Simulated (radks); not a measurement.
Species: Kr III. Configuration: [Ar] 3d9 4s2 4p4 4f1 (not the ground configuration). Calculated with a radial shooting solver on a logarithmic mesh with Libxc functionals: Dirac Kohn-Sham, B86b exchange with PBE correlation, spin-unpolarised, spherical densities, point nucleus; open shells fill j = l - 1/2 first.

Spin-orbit splittings of the eigenvalues, e(l+1/2) - e(l-1/2), with zeta = 2 splitting/(2l+1) and mean radii in bohr:

shell  occ.  splitting (eV)   zeta (eV)  <r> j=l-1/2  <r> j=l+1/2
2p        6           53.84       35.89       0.1573       0.1613
3p        6           8.129       5.419       0.5269       0.5369
3d        9           1.374      0.5495       0.5363       0.5398
4p        4               ?           ?        1.587        1.613
4d        0         0.09151     0.03661        2.268        2.279
4f        1       0.0002924  0.00008354        5.394        5.395

Estimate the 4p splitting.

Answer. 0.9847 eV (zeta = 0.6565 eV).
